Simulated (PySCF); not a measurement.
**Question.** What does the PBE0-D3(BJ)/def2-SVP structure of `CO[Si](C)(C)C` look like in three dimensions?

**Answer.** 
```
atom  x, y, z in Å
C1     2.3428   -0.2118    0.4700
O2     1.0489   -0.4073    0.9487
Si3   -0.3562   -0.0429    0.1072
C4    -0.3420    1.7638   -0.4049
C5    -1.7412   -0.3969    1.3077
C6    -0.4822   -1.1342   -1.4155
H7     2.5593    0.8532    0.2599
H8     2.5431   -0.7822   -0.4576
H9     3.0642   -0.5528    1.2298
H10   -1.2911    2.0357   -0.8946
H11    0.4699    1.9800   -1.1174
H12   -0.2118    2.4221    0.4685
H13   -1.6572    0.2439    2.1990
H14   -2.7255   -0.2182    0.8473
H15   -1.7040   -1.4454    1.6416
H16    0.3536   -0.9582   -2.1113
H17   -0.4716   -2.1996   -1.1366
H18   -1.4166   -0.9364   -1.9651
```

Any rigid rotation of these coordinates is as good. Atoms count from 1 in this order. O2 (silyl ether oxygen) is bent (angle 125.1°). Si3 (oxygen-bound silicon) is distorted tetrahedral (angles from 104.9° to 111.3°).

Bonds between heavy atoms (Å): C1–O2 1.393, O2–Si3 1.678, Si3–C4 1.878, Si3–C5 1.867, Si3–C6 1.878.

Theory: PySCF 2.14.0, PBE0-D3(BJ)/def2-SVP geometry optimisation, gas phase.

Point group: near Cs, missed by 0.23 Å at most; the miss may be what the optimiser left on a soft mode. No PBE0-D3(BJ)/def2-SVP frequencies stand behind this structure, so it isn't proved a minimum.
